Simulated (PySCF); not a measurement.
## Mg: excitation energy

Mg [Ne] 3s2 (1S) → Mg [Ne] 3s1 4s1, s spin flipped, as a difference of total energies. All numbers are calculated (PySCF 2.14, the spin-free X2C one-electron Hamiltonian (Gaussian nucleus), in dyall-av3z (20s13p6d4f, 117 functions)). Correlated levels: valence: [Ne] frozen; virtual orbitals above 40 to 60 times the deepest correlated orbital energy dropped. The calculations carry no spin-orbit coupling.

| method | excitation energy (eV) |
| --- | --- |
| UHF | 0.000 |
| MP2 (valence) | 0.000 |
| SCS-MP2 (valence) | 0.000 |

The upper determinant mixes two multiplicities, so it lies between the two terms.

The promoted electron is Rydberg-like, and one or two diffuse shells describe it only roughly, which tends to raise the upper state.
